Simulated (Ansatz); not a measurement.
System: sum formula Si2N2H8, net charge 0, singlet state. SMILES: N[SiH2]N[SiH3]
Geometry from a B3LYP-D3(BJ)/def2-TZVP (Ansatz, a first-principles code) optimisation:
```xyz
12

N      2.2216     0.9187    -0.0011
Si     1.0984    -0.3576    -0.2317
N     -0.3869     0.0113     0.5648
Si    -2.0129    -0.1240    -0.0083
H      2.0493     1.8538    -0.3341
H      3.2059     0.7277     0.0922
H      1.7970    -1.5497     0.3087
H      0.6933    -0.6302    -1.6328
H     -0.2888     0.2867     1.5341
H     -1.9949    -0.0504    -1.4854
H     -2.8255     0.9869     0.5454
H     -2.6764    -1.3935     0.3853
```
Charge 0, spin multiplicity 1.

Quantity: vertical ionisation energy (to the doublet state of charge +1; each state is the SCF solution reached for its spin), in eV. Cores are frozen in the correlated levels unless marked. UHF or UKS for open shells. Spin-orbit coupling is left out. No relativistic terms. CBS(X,Y): correlation extrapolated as X^-3; Hartree-Fock from the larger set. [CCSD(T)-MP2]/basis is that difference in the basis named.

| level | program | vertical ionisation energy (eV) |
|---|---|---|
| HF/aug-cc-pV(D+d)Z | Ansatz | 8.50 |
| HF/aug-cc-pV(T+d)Z | Ansatz | 8.53 |

### Question
Predict the RI-MP2/CBS(aug-cc-pV(T+d)Z,aug-cc-pV(Q+d)Z)+[CCSD(T)-MP2]/aug-cc-pV(T+d)Z result (Ansatz).

### Answer
9.85 eV
